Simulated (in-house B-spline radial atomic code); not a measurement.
Successive ionisation energies of antimony; each step leads to the configuration of the next row (after the last: [Ar] 3d10). Dirac energy differences include first-order Breit, QED and recoil terms. NIST's values go from ground level to ground level; the uncertainty of those that are theory runs from under 0.1 % in few-electron ions to several per cent in heavy many-electron ones. Computed with a radial B-spline atomic code at the basis-set limit: Dirac-Hartree-Fock, average of the configuration, finite nuclei.

```csv
ion,configuration,ionisation energy (eV),tabulated value (eV),tabulated kind,computed minus tabulated (eV),highest orbital,largest mean radius (bohr)
Sb7+,[Kr] 4d8,141.3,139,tabulated theory,2.3,4d5/2,0.95422
Sb8+,[Kr] 4d7,164.0,162,tabulated theory,2.0,4d5/2,0.93243
Sb9+,[Kr] 4d6,187.5,185,tabulated theory,2.5,4d5/2,0.91226
Sb10+,[Kr] 4d5,211.8,214,tabulated theory,-2.2,4d5/2,0.89345
Sb11+,[Kr] 4d4,236.9,238,tabulated theory,-1.1,4d5/2,0.87581
Sb12+,[Kr] 4d3,262.7,265,tabulated theory,-2.3,4d5/2,0.85918
Sb13+,[Kr] 4d2,289.2,292,tabulated theory,-2.8,4d5/2,0.84343
Sb14+,[Kr] 4d1,316.5,317,tabulated theory,-0.5,4d5/2,0.82846
Sb15+,[Ar] 3d10 4s2 4p6,422.9,420,tabulated theory,2.9,4p3/2,0.7713
Sb16+,[Ar] 3d10 4s2 4p5,452.5,447,tabulated theory,5.5,4p3/2,0.76182
Sb17+,[Ar] 3d10 4s2 4p4,482.6,479,tabulated theory,3.6,4p3/2,0.75312
Sb18+,[Ar] 3d10 4s2 4p3,513.2,510,tabulated theory,3.2,4p3/2,0.7447
Sb19+,[Ar] 3d10 4s2 4p2,544.2,552,tabulated theory,-7.8,4p3/2,0.73652
Sb20+,[Ar] 3d10 4s2 4p1,575.8,584,tabulated theory,-8.2,4p3/2,0.72859
Sb21+,[Ar] 3d10 4s2,657.0,657,tabulated theory,0.0,4s1/2,0.69601
Sb22+,[Ar] 3d10 4s1,691.9,693.26,semi-empirical,-1.4,4s1/2,0.68914
```

Where a p, d or f electron is removed, the computed value is a mean over both j, so it misses the tabulated one by a part of the spin-orbit splitting; averaging over terms and missing correlation add to the gap, relatively most at low charge.
